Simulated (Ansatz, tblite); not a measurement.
Spin states of the cluster Mg4⁺ (the lowest doublet isomer of a short search), each relaxed with PBE0/def2-TZVP in Ansatz. Electronic energies in the gas phase.

The xTB rows come from tblite. B3LYP takes the VWN-RPA correlation. HSE06 is defined as in plane-wave codes, on full-range PBE exchange. Correlated methods freeze 4 core orbitals; core or outer-core shells of Mg are correlated, in sets that lack core-valence functions. The structure comes from a short search, and lower isomers may exist.

Doublet geometry (D2d within 0.1 Å):

```xyz
4

Mg   -0.1743    1.9713   -0.1434
Mg   -1.7950   -0.5260   -0.6640
Mg    0.1364   -1.2432    1.5413
Mg    1.8329   -0.2021   -0.7338
```

Quartet geometry (D2h within 0.1 Å):

```xyz
4

Mg   -0.3876    0.8662   -1.0115
Mg   -1.1835   -2.0821   -1.3294
Mg    0.3785   -0.8642    1.0166
Mg    1.1927    2.0801    1.3242
```

⟨S²⟩: doublet 0.78 at PBE0/def2-TZVP (pure 0.75), quartet 3.78 at PBE0/def2-TZVP (pure 3.75).

Run but left out: MP2/def2-TZVP, MP2/def2-TZVPP (doublet: ⟨S²⟩ 1.01, where a pure state has 0.75).

Only these spin states were relaxed. The quartet has other bonds than the doublet, so the gap mixes isomer and spin.

| level | quartet − doublet (kJ/mol) | lowest of these | remarks |
| --- | --- | --- | --- |
| GFN1-xTB | 374.9 | doublet | – |
| GFN2-xTB | 476.9 | doublet | – |
| HF/STO-3G | 280.6 | doublet | spin-contaminated (⟨S²⟩ 0.85) (doublet) |
| HF/def2-TZVP | 89.7 | doublet | spin-contaminated (⟨S²⟩ 1.01) (doublet), spin-contaminated (⟨S²⟩ 3.98) (quartet) |
| HF/def2-TZVPP | 89.7 | doublet | spin-contaminated (⟨S²⟩ 1.01) (doublet), spin-contaminated (⟨S²⟩ 3.98) (quartet) |
| PBE/def2-TZVP | 133.6 | doublet | – |
| BLYP/def2-TZVP | 151.3 | doublet | – |
| r2SCAN/def2-TZVP | 105.7 | doublet | – |
| B3LYP/def2-TZVP | 149.3 | doublet | – |
| PBE0/def2-TZVP | 130.0 | doublet | – |
| HSE06/def2-TZVP | 130.1 | doublet | – |
| PBE-QIDH/def2-TZVP | 133.2 | doublet | spin-contaminated (⟨S²⟩ 0.85) (doublet) |
| RPA@PBE/def2-TZVP | 138.2 | doublet | – |
| CCSD/def2-TZVPP | 139.3 | doublet | spin-contaminated (⟨S²⟩ 1.01) (doublet), spin-contaminated (⟨S²⟩ 3.98) (quartet) |
| CCSD(T)/def2-TZVPP | 142.2 | doublet | spin-contaminated (⟨S²⟩ 1.01) (doublet), spin-contaminated (⟨S²⟩ 3.98) (quartet) |

Change of the quartet − doublet gap on mixing in exact exchange, in kJ/mol: PBE to PBE0 (25 % exact exchange) -3.6; BLYP to B3LYP (20 % exact exchange) -2.0.

The xTB methods have no term that favours high spin, so they put low spin too low.
